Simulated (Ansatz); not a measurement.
Sn₃Se₂, 5 atoms. Hardware: 4 threads of Arm Neoverse V2 on a shared host.

In the def2 sets Sn takes a core potential; there is no spin–orbit coupling. Correlated methods freeze 30 core orbitals; core or outer-core shells of Sn, Se are correlated, in sets that lack core-valence functions.

**Question.** How many basis functions does each of these Ansatz runs have, and roughly what does it cost? PBE0-D4/def2-TZVP, charge 0 singlet, energy, from earlier orbitals; PBE0-D4/def2-SVP, charge 0 singlet, energy, from earlier orbitals; PBE-QIDH/def2-TZVP, charge 0 singlet, energy, from earlier orbitals; PBE0-D4/def2-SVP, charge 0 singlet, relaxation, 5 steps; PBE-D4/def2-SVP, charge 0 singlet, energy, from earlier orbitals; r2SCANh-D4/def2-TZVP, charge 0 singlet, energy, from earlier orbitals; HSE06-D4/def2-TZVP, charge 0 singlet, energy, from earlier orbitals; PBE-D4/def2-TZVP, charge 0 singlet, energy and forces, from earlier orbitals; MP2/def2-TZVP, charge 0 singlet, energy, from earlier orbitals; CCSD(T)/def2-SVP, charge 0 singlet, energy, from earlier orbitals; r2SCAN-D4/def2-TZVP, charge 0 singlet, energy, from earlier orbitals.

**Answer.** Other jobs shared the machine, so times can vary by a factor of up to 3. A dash marks memory too small to be measured apart from the calling script's.

| run | functions | fitting or Cholesky vectors | wall time | peak host memory (GiB) |
| --- | --- | --- | --- | --- |
| PBE-D4/def2-SVP, charge 0 singlet, energy, from earlier orbitals | 142 | 1565 | 1.6 s | – |
| PBE0-D4/def2-SVP, charge 0 singlet, energy, from earlier orbitals | 142 | 1640 | 3.6 s | – |
| PBE-D4/def2-TZVP, charge 0 singlet, energy and forces, from earlier orbitals | 246 | 1938 | 4.5 s | – |
| r2SCAN-D4/def2-TZVP, charge 0 singlet, energy, from earlier orbitals | 246 | 1938 | 8.5 s | – |
| HSE06-D4/def2-TZVP, charge 0 singlet, energy, from earlier orbitals | 246 | 2207 | 9 s | 1.4 |
| MP2/def2-TZVP, charge 0 singlet, energy, from earlier orbitals | 246 | 2098 | 11 s | 1.1 |
| PBE0-D4/def2-TZVP, charge 0 singlet, energy, from earlier orbitals | 246 | 2207 | 11 s | 1.4 |
| r2SCANh-D4/def2-TZVP, charge 0 singlet, energy, from earlier orbitals | 246 | 1989 | 13 s | 1.3 |
| PBE-QIDH/def2-TZVP, charge 0 singlet, energy, from earlier orbitals | 246 | 2098 | 14 s | 1 |
| PBE0-D4/def2-SVP, charge 0 singlet, relaxation, 5 steps | 142 | 1779 | 18 s | – |
| CCSD(T)/def2-SVP, charge 0 singlet, energy, from earlier orbitals | 142 | 1640 | 64 s | 1.2 |
